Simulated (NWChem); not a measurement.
System: C$_{2}$H$_{3}$BrF$_{2}$; SMILES FC(F)CBr

NWChem input:

```
start job
memory heap 200 mb stack 900 mb global 1100 mb
geometry units angstroms noautosym nocenter noautoz
  F     -1.289748     1.558990     0.077203
  C     -0.008027     1.413699    -0.302069
  F      0.645740     2.562846    -0.014144
  C      0.654847     0.298918     0.471694
  Br    -0.108463    -1.418524     0.045617
  H      0.021980     1.253113    -1.394063
  H      0.526645     0.477397     1.547403
  H      1.723391     0.262237     0.227507
end
basis spherical
  * library 6-31g*
end
dft
  xc xpbe96 cpbe96
  iterations 150
end
cosmo
  do_cosmo_smd true
  solvent water
end
task dft energy
```

Geometry: optimised at PBE0/def2-SVP. Solvent: water.

Level: PBE/6-31G* with SMD (1 M gas to 1 M solution), gas-phase geometry.

Task: Give the results of this calculation. (PBE/6-31G* (spherical d), SMD on the gas-phase geometry.) Quantities: solvation free energy (kcal/mol); cavity-dispersion-structure term (kcal/mol); dipole in solution (D).

Result: 
```
Quantity                                     Result
-------------------------------------------  ------
solvation free energy (kcal/mol)               -1.4
cavity-dispersion-structure term (kcal/mol)     2.3
dipole in solution (D)                         1.72
```
